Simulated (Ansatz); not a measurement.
Geometry optimisation, RKS PBE/def2-SVP (Ansatz 0.2.0).

input.yaml

```yaml
crystal:
  periodic: [false, false, false]
  atoms:
    - { symbol: Hf, position_ang: [0.516553, -0.485224, -0.486103] }
    - { symbol: "N", position_ang: [-0.616305, -0.327955, 2.709658] }
    - { symbol: H, position_ang: [-1.242918, -0.932686, 3.258456] }
    - { symbol: H, position_ang: [-0.490523, 0.543004, 3.247403] }
    - { symbol: Cl, position_ang: [1.782023, -0.741544, -2.449597] }
    - { symbol: Cl, position_ang: [0.712008, 1.819375, 0.006685] }
    - { symbol: Cl, position_ang: [-1.631553, -1.309359, -0.979238] }
    - { symbol: "N", position_ang: [1.527608, -1.707629, 0.974296] }
    - { symbol: H, position_ang: [0.984939, -2.508162, 1.329189] }
    - { symbol: Si, position_ang: [3.251949, -1.688695, 1.331675] }
    - { symbol: H, position_ang: [3.955734, -2.950284, 0.89994] }
    - { symbol: H, position_ang: [3.823954, -0.519047, 0.582445] }
    - { symbol: H, position_ang: [3.51303, -1.484507, 2.804662] }
    - { symbol: H, position_ang: [0.3198, -0.793686, 2.663228] }
basis:
  gaussian: { orbitals: def2-SVP }
hamiltonian:
  xc: pbe
relax:
  f_tol: 0.03
  max_steps: 50
output:
  orbitals: {}
```

Run as:

```bash
$ ansatz run input.yaml --threads 4 --pin off --max-ram 5120MiB --backend cpu --events-out ev --progress --plain --runs-dir out
```

Q: Where does it end, and by what steps?

A: It converged. The force dipped under the threshold on the way, but the program's further checks kept it going. After 18 steps the energy has fallen by 0.831 eV; H4 moved furthest, 1.31 Å. Joined: Hf1–N2 (3.39 → 2.44 Å).

```tsv
step	energy less start (eV)	largest force component (eV/Å)	accepted
0	0.0000	1.516	yes
1	-0.2554	1.046	yes
2	-0.4724	0.831	yes
3	-0.6329	1.003	yes
4	-0.7178	1.134	yes
5	-0.7614	0.757	yes
6	-0.7925	0.481	yes
7	-0.8060	0.333	yes
8	-0.8123	0.213	yes
9	-0.8175	0.106	yes
10	-0.8249	0.105	yes
11	-0.8233	0.274	no
12	-0.8265	0.079	yes
13	-0.8284	0.014	yes
14	-0.8283	0.140	no
15	-0.8292	0.014	yes
16	-0.8294	0.099	yes
17	-0.8299	0.069	yes
18	-0.8305	0.022	yes
```

```xyz
14
Properties=species:S:1:pos:R:3
Hf 0.462 -0.542 0.104
N -0.593 -0.134 2.270
H -1.076 -0.959 2.656
H -1.303 0.611 2.217
Cl 1.242 -0.647 -2.147
Cl 1.078 1.749 0.496
Cl -1.713 -1.478 -0.280
N 1.683 -1.889 1.020
H 1.298 -2.837 1.152
Si 3.429 -1.814 1.294
H 4.179 -2.771 0.405
H 3.857 -0.405 1.002
H 3.770 -2.145 2.726
H 0.091 0.175 2.977
```

Run time: 68 s on 4 threads of Arm Neoverse V2, on a shared host, peak memory 0.28 GiB.
